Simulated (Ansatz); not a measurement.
Consider the formal exchange of groups at the Si–C bond: `FC1C=C1[SiH3]` + `F[SiH2]SS` → `F[SiH2]S[SiH3]` + `FC1C=C1S`.

Computed with Ansatz on PBE0-D4/def2-TZVP structures; ΔE is electronic, products minus reactants. CCSD(T)/CBS is the MP2 limit (def2-TZVPP, def2-QZVPP) plus CCSD(T) − MP2 in def2-TZVPP, frozen cores. This one scheme is used for every species. Each species was taken in one conformer, which may not be the lowest.

```
         species  CCSD/CBS(def2) energy (Eh)
 `FC1C=C1[SiH3]`                  -505.90388
     `F[SiH2]SS`                 -1186.28053
`F[SiH2]S[SiH3]`                 -1078.81591
      `FC1C=C1S`                  -613.38966
```

(1) Work out ΔE.

Largest T1 diagnostic among the species: 0.012.

## Answers

(1) ΔE = (-1078.81591) + (-613.38966) − (-505.90388) − (-1186.28053) = -0.02116 Eh = -55.6 kJ/mol. CCSD(T)/CBS gives -56.2 kJ/mol.
